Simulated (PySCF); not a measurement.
## Working out the ionisation energy of Zn

Zn [Ar] 3d10 4s2 (1S) → Zn⁺ [Ar] 3d10 4s1 (2S). All numbers are calculated (PySCF 2.14, scalar relativity by spin-free X2C-1e, in x2c-TZVPall (6s5p4d1f, 48 functions)). Frozen: [Ar]. Energies in hartree (1 hartree = 27.21139 eV):

| part | Zn (lower) | Zn⁺ (upper) |
| --- | --- | --- |
| UHF | -1794.254198 | -1793.967878 |
| CCSD correlation | -0.382140 | -0.335338 |
| (T) | -0.009901 | -0.006271 |

What does Hartree-Fock give?

(-1793.967878) − (-1794.254198) = 0.286320 hartree = 7.791 eV.

What do CCSD and CCSD(T) give?

The CCSD correlation energies differ by 0.046802 hartree = 1.274 eV and the triples by 0.003630 hartree = 0.099 eV, so CCSD gives 9.065 eV and CCSD(T) 9.164 eV.

Measured between the centres of the two terms (NIST): 9.394 eV, so CCSD(T) (valence) is off by -0.230 eV.

What remains against the reference includes basis incompleteness, the frozen core and higher excitations.
